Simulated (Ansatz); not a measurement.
Donor–acceptor adduct: GaH2I (SMILES [GaH2][I]) (first 4 atoms) with H2O (SMILES O); geometry from B3LYP-D3(BJ)/def2-TZVP, rigid monomers moved along the line of their centres of mass till Ga1···O5 is 2.01 Å.
(charge 0, multiplicity 1):
```xyz
7

Ga    -0.0273    -1.2065     1.5089
I     -0.1618     1.0681     0.2849
H      1.3965    -1.8371     1.4839
H     -1.4106    -1.9196     1.6619
O     -0.0056    -0.1817     3.2361
H      0.1589     0.7471     3.0042
H     -0.8770    -0.2076     3.6536
```

Counterpoise-corrected where a basis set is named; no monomer relaxation.

Cores are frozen in the correlated methods. Filled d and f shells under p-block atoms count as core. CBS: X⁻³ extrapolation of the correlation energy, Hartree–Fock from the larger set.

The values were computed with Ansatz (Gaussian basis) for Hartree–Fock, density functionals and correlated methods. Each number belongs to the level named beside it. In def2 rows elements past Kr take small-core potentials, without spin–orbit coupling.

Give the interaction energy at the level CCSD/def2-SVPD.

-11.8 kcal/mol

Give the interaction energy at the level CCSD(T)/CBS(def2-SVPD, def2-TZVPPD).

-15.8 kcal/mol

Estimate the interaction energy that wB97X-V/def2-TZVPPD returns for this input.

-17.9 kcal/mol

Ansatz is a first-principles code.
